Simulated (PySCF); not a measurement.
# Reading the logs of faulty runs: C2H7OSi

These are calculations, not measurements. The program is PySCF 2.14.0, an open-source quantum chemistry code, run on an isolated molecule that a program drew, which may never have been made. The molecule is C2H7OSi (charge 0, doublet), drawn as the SMILES string `C[CH][SiH2]O`.

Each row is a Hartree-Fock (HF) and frozen-core CCSD(T) single point in the cc-pV(D+d)Z basis, meant for a local HF minimum. Run 1 is clean. Each other run has one planted mistake out of seven kinds, and not every kind appears here: one electron removed, one electron added, multiplicity raised by two, geometry at a saddle point, minimal basis STO-3G, one bond length entered in bohr, all coordinates scaled. The reference is restricted for singlets and unrestricted otherwise, and also for a bond in bohr. Adding or removing an electron swaps singlet and doublet. Electrons count all cores. HOMO and LUMO are orbital energies over both spins, the gradient is its largest component, and the lowest frequency (negative if imaginary) is given only where the gradient is small. Bond lengths are over the 10 bonds as drawn. T1 is the CCSD diagnostic: over 0.02 (restricted) or 0.045 (unrestricted) a single reference is doubtful.

Geometry of the clean run:
```xyz
11
C2H7OSi, angstrom
C    -1.2328   -0.5139    0.0967
C    -0.0865    0.4340   -0.1400
Si    0.9125    0.5401   -1.6889
O    -0.0885    0.1259   -2.9398
H    -2.1079    0.0197    0.4804
H    -0.9679   -1.2693    0.8455
H    -1.5288   -1.0310   -0.8162
H     0.1942    1.0575    0.7073
H     2.0789   -0.3812   -1.6800
H     1.4460    1.9138   -1.8505
H     0.2914   -0.0673   -3.7830
```

```
run  electrons  basis functions  <S^2>  HOMO (eV)  LUMO (eV)  gradient (hartree/bohr)  lowest frequency (cm^-1)  mean bond (Å)  longest bond (Å)      T1  HF (hartree)  CCSD(T) (hartree)               mistake
  1         41              100  0.761      -9.57       2.85                  3.9e-06                        43         1.3290             1.846  0.0113    -443.62731         -444.24193              no fault
  2         40              100  0.000     -17.25      -6.23                  7.8e-02                         -         1.3290             1.846  0.0194    -443.33723         -443.93971  one electron removed
  3         41               31  0.767      -8.14       8.38                  4.4e-02                         -         1.3290             1.846  0.0080    -438.29998         -438.51390  minimal basis STO-3G
  4         41              100  0.766      -9.79       2.73                  5.3e-02                         -         1.4141             1.964  0.0125    -443.58994         -444.21763                     ?
  5         41              100  1.709      -8.27       1.79                  1.5e-02                         -         1.4763             3.127  0.0275    -443.48246         -444.06350                     ?
```

**Which mistake was planted in run 4, and what did it cost?**

The mean and the longest bond both change by the same factor, 1.064, and the gradient is no longer small. So the mistake is: all coordinates scaled. Subtracting run 1 and multiplying by 627.51 kcal/mol a hartree, the energy moved by 23.5 kcal/mol in HF and 15.2 kcal/mol in CCSD(T).

**Which mistake was planted in run 5, and what did it cost?**

The mean bond changes by a factor of 1.111 and the longest by 1.694, so the molecule wasn't scaled as a whole. A length L in bohr read as angstrom grows by (1/0.5292 - 1) L = 0.890 L. The 10 bonds together grew by 10 x 0.1473 = 1.473 Å, which gives L = 1.656 Å. That is bond Si3-O4, 1.655 Å in the clean geometry. So the mistake is: one bond length entered in bohr. Subtracting run 1 and multiplying by 627.51 kcal/mol a hartree, the energy moved by 90.9 kcal/mol in HF and 112.0 kcal/mol in CCSD(T).

